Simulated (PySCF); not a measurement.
Zn(OMe)(NH2) (CH₅NOZn), SMILES C[O][Zn][NH2].

Coordinates come from a PBE0-D3(BJ)/def2-SVP optimisation. The structure was generated by enumeration; whether it is a known compound was not checked. One conformer was computed; it need not be the lowest.

Level of theory: PySCF with PBE/def2-TZVP.

Symmetry labels are those of the subgroup Cs that the program uses (full group Cs).

Question: List the valence orbital energies around the gap with their symmetry. (An estimate is asked for; the answer gives what the named calculation found.)

Answer: 
```
orbital  symmetry  energy (eV)
-------  --------  -----------
HOMO−7         A"       -10.92
HOMO−6         A'       -10.39
HOMO−5         A"       -10.09
HOMO−4         A'        -9.80
HOMO−3         A'        -8.79
HOMO−2         A'        -6.38
HOMO−1         A"        -5.77
HOMO           A'        -5.70
LUMO           A'        -1.52
LUMO+1         A"        -0.51
LUMO+2         A'        -0.17
LUMO+3         A'         0.76
```
